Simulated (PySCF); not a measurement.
A PySCF script (with the pyscf-properties extension) for the NMR shieldings of `C[C@H]1C[C@@H]([Si@@H]([SiH3])[SiH2][SiH3])C1`, C5H18Si4, on a PBE0-D3(BJ)/def2-SVP geometry:

```python
import basis_set_exchange as bse
import numpy as np
from pyscf import gto, dft
from pyscf.prop import nmr

atoms = """
C    -3.344163    0.699573   -0.681878
C    -2.129836    1.019806    0.159776
C    -1.697051    0.031984    1.263850
C    -0.220587    0.305502    0.885883
Si    1.050892   -1.095166    0.830928
Si    0.135184   -2.996819   -0.195155
Si    2.869910   -0.352423   -0.454504
Si    3.451988    1.810948    0.236077
C    -0.725499    0.873921   -0.462915
H    -3.259279   -0.305144   -1.127743
H    -4.267018    0.722816   -0.080727
H    -3.463490    1.422090   -1.504885
H    -2.228334    2.028584    0.596170
H    -2.005636   -0.998278    1.016053
H    -2.004917    0.240905    2.299473
H     0.184681    1.121376    1.508876
H     1.539870   -1.459731    2.201339
H    -0.986958   -3.586328    0.601936
H    -0.398340   -2.630928   -1.545835
H     1.188063   -4.044272   -0.374521
H     4.045616   -1.269932   -0.319392
H     2.474327   -0.307239   -1.899782
H     2.282122    2.723336    0.034705
H     4.617289    2.359267   -0.524621
H     3.792134    1.804541    1.693379
H    -0.230403    1.776369   -0.853157
H    -0.723697    0.110470   -1.260318
"""
names = dict.fromkeys(["C", "Si", "H"], "pcSseg-1")
basis = {el: gto.basis.parse(bse.get_basis(n, elements=[el], fmt="nwchem")) for el, n in names.items()}
mol = gto.M(atom=atoms, basis=basis, charge=0, verbose=0)
mf = dft.RKS(mol, xc="PBE0")
mf.grids.level = 2
mf.grids.alignment = dft.numint.BLKSIZE   # the property module wants whole blocks of grid points
mf.conv_tol = 1e-9
mf.kernel()

calc = nmr.RKS(mf)   # GIAO
C = mf.mo_coeff
Co = C[:, mf.mo_occ > 0]
resp = mf.gen_response(singlet=True, hermi=2)
def vind(x):   # induced exchange potential for any number of trial vectors
    d = np.einsum("pi,xij,qj->xpq", C, 2 * x.reshape(-1, C.shape[1], Co.shape[1]), Co, optimize=True)
    return np.einsum("xpq,pi,qj->xij", resp(d - d.transpose(0, 2, 1)), C, Co, optimize=True).ravel()
mo1, _ = nmr.rhf.solve_mo1(calc, with_cphf=vind)
sigma = calc.kernel(mo1)
for i, s in enumerate(sigma):   # ppm
    w = np.linalg.eigvalsh((s + s.T) / 2)
    print("%2d %-2s iso %8.1f  s11 %8.1f  s22 %8.1f  s33 %8.1f" % (i, mol.atom_pure_symbol(i), w.mean(), *w))
```

**Question.** What are the results?

**Answer.** 
```
 0 C  iso    161.4  s11    145.4  s22    153.4  s33    185.4
 1 C  iso    150.0  s11    134.3  s22    156.1  s33    159.7
 2 C  iso    147.3  s11    133.6  s22    139.5  s33    168.7
 3 C  iso    171.5  s11    158.0  s22    171.0  s33    185.4
 4 Si iso    421.7  s11    376.1  s22    408.5  s33    480.4
 5 Si iso    462.5  s11    456.1  s22    461.4  s33    470.1
 6 Si iso    469.9  s11    460.7  s22    472.9  s33    476.3
 7 Si iso    457.5  s11    449.8  s22    455.7  s33    467.1
 8 C  iso    150.5  s11    135.6  s22    142.1  s33    173.9
 9 H  iso     30.5  s11     26.0  s22     30.8  s33     34.5
10 H  iso     30.2  s11     25.9  s22     27.1  s33     37.6
11 H  iso     30.2  s11     25.9  s22     27.2  s33     37.3
12 H  iso     28.9  s11     24.9  s22     28.9  s33     33.0
13 H  iso     29.9  s11     26.2  s22     31.2  s33     32.3
14 H  iso     29.1  s11     25.8  s22     26.2  s33     35.4
15 H  iso     29.5  s11     25.2  s22     29.7  s33     33.6
16 H  iso     27.3  s11     24.4  s22     24.6  s33     32.8
17 H  iso     27.5  s11     23.7  s22     25.7  s33     33.1
18 H  iso     27.6  s11     24.5  s22     26.5  s33     31.7
19 H  iso     27.8  s11     24.1  s22     25.8  s33     33.6
20 H  iso     28.0  s11     23.8  s22     25.8  s33     34.2
21 H  iso     27.9  s11     24.6  s22     26.8  s33     32.4
22 H  iso     27.7  s11     23.4  s22     28.0  s33     31.7
23 H  iso     27.5  s11     23.9  s22     24.8  s33     34.0
24 H  iso     27.7  s11     24.3  s22     25.9  s33     32.9
25 H  iso     29.3  s11     25.0  s22     28.4  s33     34.5
26 H  iso     30.0  s11     27.2  s22     31.3  s33     31.4
```

These numbers come from an equivalent density-fitted implementation of the same equations, which agrees with the script to about 0.01 ppm for H and up to a few tenths of a ppm for heavy atoms, so last digits may differ.

**Question.** Turn these shieldings into chemical shifts. Scale: TMS for $^{13}$C (σ = 184.41 ppm) and $^{29}$Si (σ = 351.99 ppm) and $^{1}$H (σ = 31.27 ppm) (reference shieldings calculated alike).

**Answer.** Averaging equivalent atoms: C 2: 37.1; C 1: 34.4; C 8: 33.9; C 0: 23.0; C 3: 13.0; Si 4: -69.7; Si 7: -105.5; Si 5: -110.5; Si 6: -117.9; H 16: 3.98; H 17/18/19: 3.63; H 22/23/24: 3.62; H 21: 3.34; H 20: 3.31; H 12: 2.37; H 14: 2.13; H 25: 1.98; H 15: 1.77; H 13: 1.38; H 26: 1.29; H 9/10/11: 1.00 ppm. 

Size and cost of the density-fitted run: 271 basis functions, 3.1 min wall time on 1 thread of an Arm Neoverse N1, shared host; peak memory 1.4 GiB.
